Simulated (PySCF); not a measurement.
Job for PySCF: R-B3LYP/6-31G* on C2H8O3Si (SMILES CC[Si](O)(O)O), a point of a bond scan (R = 1.488 Å).

```python
from pyscf import gto, scf, dft, mp
from pyscf.data.elements import chemcore

mol = gto.M(
    atom='''
    C    -2.07044297    0.30959955    0.15049539
    C    -0.80045619   -0.35130996    0.70405513
    Si    0.43088891   -0.03629444   -0.06986989
    O     0.73104536    1.57673213   -0.17645259
    O     1.64473428   -0.84463593    0.70054269
    O     0.32139261   -0.45404150   -1.65631513
    H    -1.98051054    1.39728145    0.14474654
    H    -2.26263218   -0.00175481   -0.87771758
    H    -2.94764942    0.05098393    0.74661363
    H    -0.63811659   -0.05250844    1.74490068
    H    -0.91886403   -1.43953283    0.73172535
    H     0.85933828    2.05601117    0.64490708
    H     2.53245206   -0.75301895    0.34330061
    H     0.20477095   -1.38469850   -1.85898189
    ''',
    basis='6-31g*',
    cart=True,
    charge=0, spin=0, verbose=3, max_memory=1800)
mf = dft.RKS(mol, xc='b3lyp')
mf.conv_tol = 1e-8
mf.max_cycle = 100
mf.kernel()
if not mf.converged:
    mf = mf.newton().run(mf.mo_coeff, mf.mo_occ)
```

Output:

```
converged SCF energy = -596.234793606211
```

The run converged.

Cost: about 17 core-seconds (a rough figure).
